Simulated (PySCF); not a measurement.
## Steps of a relaxation of TlH3(H2O)

TlH3(H2O) (singlet). PySCF 2.14.0, RKS PBE0, Tl def2-SVP with ECP60, H def2-SVP, O def2-SVP; non-relativistic Hamiltonian with scalar-relativistic core potentials where named; density fitting; no spin-orbit coupling. Origin of the start: template. Columns: position (Å) and force (eV/Å). Energies are counted from the last step; some of the 18 steps are shown. Forces carry noise of the integration grid, about 0.01 to 0.03 eV/Å.

Run from Python with OMP_NUM_THREADS=2. Where DIIS fails, smearing, a level shift and second-order steps follow.
It took 22 s on 2 threads of Arm Neoverse V2, on a shared host, from the converged density of the start.

```xyz
7
step 0  E = 1.276 eV
Tl    0.1006   -0.1006    0.1006     2.55   -2.58    2.58
H     1.2380    1.0368    1.2380    -1.07   -0.45   -1.07
H    -1.0368   -1.2380    1.2380     0.47    1.05   -1.05
H     1.2380   -1.2380   -1.0368    -1.07    1.07    0.45
O    -1.1869    1.1869   -1.1869    -1.24    1.27   -1.27
H    -1.5275    2.0720   -0.9831     0.18   -0.22    0.14
H    -1.5275    0.9831   -2.0720     0.18   -0.14    0.22
```

```xyz
7
step 6  E = 0.024 eV
Tl    0.3149   -0.3202    0.3202     0.02    0.00    0.00
H     1.0713    1.0511    1.0844     0.03    0.06    0.03
H    -1.0533   -1.0844    1.0844    -0.08   -0.03    0.03
H     1.0713   -1.0844   -1.0511     0.03   -0.03   -0.06
O    -1.0566    1.2148   -1.2148    -0.10    0.13   -0.13
H    -1.5249    2.0049   -0.9207     0.05   -0.07    0.05
H    -1.5249    0.9207   -2.0049     0.05   -0.05    0.07
```

```xyz
7
step 11  E = 0.007 eV
Tl    0.3355   -0.3053    0.3053    -0.09    0.03   -0.03
H     1.1018    1.0410    1.1128     0.00    0.00   -0.01
H    -1.1077   -1.0183    1.0183     0.04    0.04   -0.04
H     1.1018   -1.1128   -1.0410     0.00    0.01    0.00
O    -1.0004    1.2947   -1.2947     0.00   -0.01    0.01
H    -1.5666    1.9438   -0.8594     0.03   -0.07   -0.01
H    -1.5666    0.8594   -1.9438     0.03    0.01    0.07
```

Question: Where does the relaxation end?

Answer: It converges at step 17 in Cs:
```xyz
7
step 17  E = 0
Tl    0.3297   -0.2745    0.2745
H     1.1156    1.0402    1.1118
H    -1.1670   -0.9250    0.9250
H     1.1156   -1.1118   -1.0402
O    -0.9738    1.3059   -1.3059
H    -1.5612    1.8740   -0.7936
H    -1.5612    0.7936   -1.8740
```

Question: How did the contacts change?

Answer: 
```json
{"contact": "Tl1–H2 (H)", "start (Å)": "1.970", "end (Å)": "1.746"}
{"contact": "Tl1–H3 (H)", "start (Å)": "1.970", "end (Å)": "1.757"}
{"contact": "Tl1–H4 (H)", "start (Å)": "1.970", "end (Å)": "1.746"}
{"contact": "Tl1–O5 (H2O)", "start (Å)": "2.230", "end (Å)": "2.587"}
```
